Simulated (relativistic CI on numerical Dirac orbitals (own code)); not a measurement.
## Hyperfine structure of Hg XXVII, mass number 199

Method of calculation: Dirac-Coulomb-Breit CI, separate exchange-only KLI orbitals for each configuration, QED by a radiative potential, unscaled Slater integrals (own radial code, finite nucleus).

Configuration list (outside the closed core [Ar] 3d10 4p6 4d10): 4s2.4f8, 4s2.4f7.5s, 4s2.4f6.5s2, 4s2.4f7.6s, 4f10. Levels of other configurations are missing.

Nuclear spin I = 1/2, μ = 0.5039 μN (tables of Stone and Pyykkö). The electronic factors are computed for point nuclear moments, without core polarisation or the Bohr-Weisskopf and QED corrections.

| Level | E (cm⁻¹) | A (MHz) |
| --- | --- | --- |
| 4s2.4f8 7F_6 | 0.0 | 2193 |
| 4s2.4f8 7F_5 | 18405.8 | 1781 |
| 4s2.4f8 7F_3 | 28649.7 | 1881 |
| 4s2.4f8 7F_2 | 30540.1 | 2018 |
| 4s2.4f8 7F_1 | 36629.1 | 1922 |
| 4s2.4f8 5L_10 | 66577.1 | 3395 |

Levels with J = 0, under 50 % of one LS term, or S terms without an open s electron are left out. Small factors come from cancelling terms and can be off by tens of per cent or more.

At this charge energies of transitions that change n are usually good to better than 1 %, and those within a shell (Δn = 0) to a few per cent. Terms inside the open d or f shell come out 10 to 20 % too wide with unscaled integrals.

**Question.** Give the hyperfine levels of 4s2.4f8 7F_6 relative to its centre of gravity.

**Answer.** With K = F(F + 1) − I(I + 1) − J(J + 1), E = AK/2: F = 11/2: -7675, F = 13/2: 6579 MHz.

LS names give the leading component of a level, which can be under half, so a name can repeat, a term be missing and a line seem to break the LS rules.
